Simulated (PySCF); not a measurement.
C$_{3}$H$_{3}$ (SMILES [CH]=C=C), doublet, at a GFN2-xTB geometry; B3LYP/6-31G run with PySCF.

Here is a job for PySCF.
```python
from pyscf import gto, scf, dft

mol = gto.M(
    atom='''
C     0.001404   -0.018997    0.109188
C     0.016848   -0.227990    1.310390
C    -0.015720    0.212717   -1.222609
H     0.030126   -0.407665    2.343087
H     0.899848    0.246266   -1.784816
H    -0.945169    0.367019   -1.740084
''',
    basis='6-31g',
    charge=0,
    spin=1,
    verbose=4,
)

mf = dft.UKS(mol)
mf.xc = 'b3lyp'
mf.kernel()
```

Q: Write the output that PySCF gives for this input, abridged.

A: 
```
PySCF version 2.14.0

[INPUT] verbose = 4
[INPUT] num. atoms = 6
[INPUT] num. electrons = 21
[INPUT] charge = 0
[INPUT] spin (= nelec alpha-beta = 2S) = 1
[INPUT] symmetry False subgroup None
[INPUT] Mole.unit = angstrom
[INPUT] Symbol           X                Y                Z      unit          X                Y                Z       unit  Magmom
[INPUT]  1 C      0.001404000000  -0.018997000000   0.109188000000 AA    0.002653175479  -0.035899127188   0.206335416089 Bohr   0.0
[INPUT]  2 C      0.016848000000  -0.227990000000   1.310390000000 AA    0.031838105747  -0.430838659140   2.476278216369 Bohr   0.0
[INPUT]  3 C     -0.015720000000   0.212717000000  -1.222609000000 AA   -0.029706494678   0.401976872039  -2.310396167428 Bohr   0.0
[INPUT]  4 H      0.030126000000  -0.407665000000   2.343087000000 AA    0.056929889229  -0.770375200571   4.427792716029 Bohr   0.0
[INPUT]  5 H      0.899848000000   0.246266000000  -1.784816000000 AA    1.700466273738   0.465375293792  -3.372813422742 Bohr   0.0
[INPUT]  6 H     -0.945169000000   0.367019000000  -1.740084000000 AA   -1.786110551429   0.693565392512  -3.288282193738 Bohr   0.0

nuclear repulsion = 53.8286038508703
number of shells = 21
number of NR pGTOs = 78
number of NR cGTOs = 33
basis = 6-31g
ecp = {}

******** <class 'pyscf.dft.uks.UKS'> ********
method = UKS
initial guess = minao
damping factor = 0
level_shift factor = 0
DIIS = <class 'pyscf.scf.diis.CDIIS'>
diis_start_cycle = 1
diis_space = 8
diis_damp = 0
SCF conv_tol = 1e-09
SCF conv_tol_grad = None
SCF max_cycles = 50
direct_scf = True
direct_scf_tol = 1e-13
number electrons alpha = 11  beta = 10
XC library pyscf.dft.libxc version 7.1.2
    S. Lehtola, C. Steigemann, M. J. T. Oliveira, and M. A. L. Marques,  SoftwareX 7, 1–5 (2018)
XC functionals = b3lyp
    P. J. Stephens, F. J. Devlin, C. F. Chabalowski, and M. J. Frisch,  J. Phys. Chem. 98, 11623 (1994)
radial grids:
    Treutler-Ahlrichs [JCP 102, 346 (1995); DOI:10.1063/1.469408] (M4) radial grids

becke partition: Becke, JCP 88, 2547 (1988); DOI:10.1063/1.454033
pruning grids: <function nwchem_prune>
grids dens level: 3
symmetrized grids: False
atomic radii adjust function: <function treutler_atomic_radii_adjust>
small_rho_cutoff = 0
Set gradient conv threshold to 3.16228e-05
tot grids = 71784
init E= -116.28254257297

cycle= 1 E= -115.955172866438  delta_E= 0.327  |g|= 0.173  |ddm|= 1.91
cycle= 2 E= -115.963379148162  delta_E= -0.00821  |g|= 0.144  |ddm|= 0.444
cycle= 3 E= -115.976358576067  delta_E= -0.013  |g|= 0.0208  |ddm|= 0.222
cycle= 4 E= -115.976606621554  delta_E= -0.000248  |g|= 0.0161  |ddm|= 0.0372
cycle= 5 E= -115.976774628501  delta_E= -0.000168  |g|= 0.00815  |ddm|= 0.0258
cycle= 6 E= -115.976820340179  delta_E= -4.57e-05  |g|= 0.00368  |ddm|= 0.0121
cycle= 7 E= -115.97683938117  delta_E= -1.9e-05  |g|= 0.000679  |ddm|= 0.00918
cycle= 8 E= -115.976841262952  delta_E= -1.88e-06  |g|= 0.000312  |ddm|= 0.0033
cycle= 9 E= -115.976841592438  delta_E= -3.29e-07  |g|= 4.21e-05  |ddm|= 0.00176
cycle= 10 E= -115.97684159572  delta_E= -3.28e-09  |g|= 9.47e-06  |ddm|= 0.000149
cycle= 11 E= -115.976841595864  delta_E= -1.44e-10  |g|= 1.94e-06  |ddm|= 2.84e-05
Extra cycle  E= -115.976841595871  delta_E= -7.22e-12  |g|= 1.6e-06  |ddm|= 5.78e-06
converged SCF energy = -115.976841595871  <S^2> = 0.77172983  2S+1 = 2.021613
```
